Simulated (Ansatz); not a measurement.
C$_{6}$H$_{8}$Sn, SMILES `[SnH3][c]1ccccc1`. Total charge 0; spin multiplicity 1. Sn: def2 effective core potential.

```xyz
15

Sn    2.471   -0.922    0.196
C     0.480   -0.180    0.031
C     0.216    1.018   -0.630
C    -1.080    1.505   -0.726
C    -2.131    0.799   -0.161
C    -1.883   -0.396    0.497
C    -0.586   -0.881    0.591
H     3.267   -0.224    1.538
H     2.411   -2.615    0.406
H     3.339   -0.529   -1.221
H     1.024    1.583   -1.084
H    -1.268    2.439   -1.245
H    -3.144    1.178   -0.236
H    -2.702   -0.954    0.938
H    -0.413   -1.821    1.106
```

Q: What are the harmonic wavenumbers in cm⁻¹ at PBE0-D4/def2-TZVP (Ansatz, finite differences of forces, unscaled)? (Best estimate.)

A: The calculation gave: 16i, 128, 154, 252, 397, 401, 467, 512, 630, 672, 689, 716, 720, 730, 750, 870, 930, 970, 990, 1020, 1055, 1104, 1111, 1182, 1215, 1332, 1364, 1470, 1522, 1638, 1650, 1937, 1941, 1945, 3172, 3174, 3189, 3199, 3211.
